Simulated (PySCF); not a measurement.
## TeSe: from constants to spectrum

PBE0 constants of TeSe, ³Σ⁻ (triplet), unpaired electrons π ↑↑ (Te cc-pVTZ-PP with ECP28, Se cc-pVTZ-PP with ECP10; scalar-relativistic core potentials (PySCF 2.14); masses 129.9062 and 79.9165 u):

```
ωe              : 331.4 cm⁻¹
ωexe            : 0.597 cm⁻¹
Be              : 0.061512 cm⁻¹
αe              : 0.000153 cm⁻¹
D (centrifugal) : 8.47e-09 cm⁻¹
De to Te + Se   : 3.35 eV
```

(1) Give the vibrational terms G(v) and spacings up to v = 6.

(2) How well does the Morse estimate ωe²/(4ωexe) reproduce De, and what is D0?

These are scalar-relativistic numbers at best; spin–orbit coupling would shift them, the dissociation energy most. The state is the lowest determinant that a PBE0 search found; another state may lie lower at other levels.

Answers

(1) G(v) = ωe(v+½) − ωexe(v+½)².

```json
{"v": "0", "G(v) (cm⁻¹)": "165.6", "G(v) − G(v−1)": "", "Bv (cm⁻¹)": "0.06144"}
{"v": "1", "G(v) (cm⁻¹)": "495.8", "G(v) − G(v−1)": "330.2", "Bv (cm⁻¹)": "0.06128"}
{"v": "2", "G(v) (cm⁻¹)": "824.8", "G(v) − G(v−1)": "329.0", "Bv (cm⁻¹)": "0.06113"}
{"v": "3", "G(v) (cm⁻¹)": "1152.6", "G(v) − G(v−1)": "327.8", "Bv (cm⁻¹)": "0.06098"}
{"v": "4", "G(v) (cm⁻¹)": "1479.2", "G(v) − G(v−1)": "326.6", "Bv (cm⁻¹)": "0.06082"}
{"v": "5", "G(v) (cm⁻¹)": "1804.6", "G(v) − G(v−1)": "325.4", "Bv (cm⁻¹)": "0.06067"}
{"v": "6", "G(v) (cm⁻¹)": "2128.9", "G(v) − G(v−1)": "324.2", "Bv (cm⁻¹)": "0.06052"}
```

(2) It gives 5.70 eV, 170 % of the computed De. D0 = De − G(0) = 3.35 − 0.02 = 3.33 eV.
